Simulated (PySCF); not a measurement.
Ne²⁺: ionisation energy

Ne²⁺ [He] 2s2 2p4 (3P) → Ne³⁺ [He] 2s2 2p3 (4S), as a difference of total energies. Calculation: PySCF 2.14, in jorge-DZP-DKH (4s2p1d, 15 functions); the spin-free X2C one-electron Hamiltonian (Gaussian nucleus). Correlated levels: valence: 1s2 frozen. The calculations carry no spin-orbit coupling.

```csv
method,ionisation energy (eV)
UHF,62.329
TPSS,64.531
r2SCAN,64.159
MP2 (valence),62.858
SCS-MP2 (valence),62.847
CCSD (valence),62.851
CCSD(T) (valence),62.860
```

Problem. How much does correlation contribute at CCSD(T) (valence)?

Solution. 62.860 − (62.329) = 0.531 eV, measured against UHF.

Errors of the correlated levels include the incompleteness of this basis and the frozen core.

For comparison: 63.423 eV (measured; NIST Atomic Spectra Database, ionization energies).
